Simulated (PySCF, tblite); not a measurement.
Isomers of C5H5N3. Level: GFN2-xTB in tblite, geometry and Hessian alike; calculated harmonic values, unscaled, isolated species. This tight-binding method is rough: wavenumbers can miss measured ones by several per cent, in bad cases by 10 to 20. One conformer each.

Electronic energies: PBE0/pcSseg-1 single points on the GFN2-xTB geometries (PySCF, gas phase).

```json
{"SMILES": "Cc1c[nH]nc1C#N", "electronic energy, lowest = 0 (kcal/mol)": "0.0"}
{"SMILES": "C=Cc1ccnnn1", "electronic energy, lowest = 0 (kcal/mol)": "43.1"}
{"SMILES": "C=Cc1cnncn1", "electronic energy, lowest = 0 (kcal/mol)": "25.7"}
{"SMILES": "C#Cc1cnn(C)n1", "electronic energy, lowest = 0 (kcal/mol)": "44.5"}
{"SMILES": "C#CCn1ccnn1", "electronic energy, lowest = 0 (kcal/mol)": "56.5"}
{"SMILES": "C#CCn1nccn1", "electronic energy, lowest = 0 (kcal/mol)": "51.3"}
```

Problem. How do GFN2-xTB zero-point energies change the relative energies?

Solution. 
| SMILES | ZPE (kcal/mol) | of it from modes above 1550 cm⁻¹ | electronic (kcal/mol) | with ZPE, lowest = 0 (kcal/mol) | lowest mode (cm⁻¹) | rings |
| --- | --- | --- | --- | --- | --- | --- |
| Cc1c[nH]nc1C#N | 59.7 | 28.1 | 0.0 | 0.0 | 48 | 1 |
| C=Cc1cnncn1 | 58.5 | 24.5 | 25.7 | 24.5 | 70 | 1 |
| C=Cc1ccnnn1 | 58.3 | 24.5 | 43.1 | 41.6 | 76 | 1 |
| C#Cc1cnn(C)n1 | 58.5 | 25.6 | 44.5 | 43.3 | 34 | 1 |
| C#CCn1nccn1 | 59.0 | 25.7 | 51.3 | 50.6 | 32 | 1 |
| C#CCn1ccnn1 | 58.7 | 25.7 | 56.5 | 55.5 | 40 | 1 |

The zero-point energies span 1.4 kcal/mol, from `C=Cc1ccnnn1` to `Cc1c[nH]nc1C#N`. The order is unchanged.

Problem. And how do the electronic energies of GFN2-xTB itself compare?

Solution. `Cc1c[nH]nc1C#N` 0.0; `C=Cc1cnncn1` 16.1; `C=Cc1ccnnn1` 29.9; `C#Cc1cnn(C)n1` 22.2; `C#CCn1nccn1` 26.0; `C#CCn1ccnn1` 30.4 kcal/mol, lowest = 0. Against the energies above, taken from the same isomer `Cc1c[nH]nc1C#N`, the largest difference is 26.1 kcal/mol.

Problem. What do entropy and thermal enthalpy add at 298.15 K and 1 bar (rigid rotor, harmonic oscillator, one conformer each)?

Solution. 
| SMILES | point group | symmetry number | S (cal/(mol K)) | H − H(0) (kcal/mol) | ZPE + H − H(0) − TS (kcal/mol) |
| --- | --- | --- | --- | --- | --- |
| Cc1c[nH]nc1C#N | Cs | 1 | 85.6 | 5.21 | 39.4 |
| C=Cc1cnncn1 | Cs | 1 | 83.6 | 4.98 | 38.6 |
| C=Cc1ccnnn1 | Cs | 1 | 82.8 | 4.95 | 38.5 |
| C#Cc1cnn(C)n1 | Cs | 1 | 87.1 | 5.38 | 38.0 |
| C#CCn1nccn1 | Cs | 1 | 85.3 | 5.06 | 38.6 |
| C#CCn1ccnn1 | C1 | 1 | 84.9 | 5.07 | 38.5 |
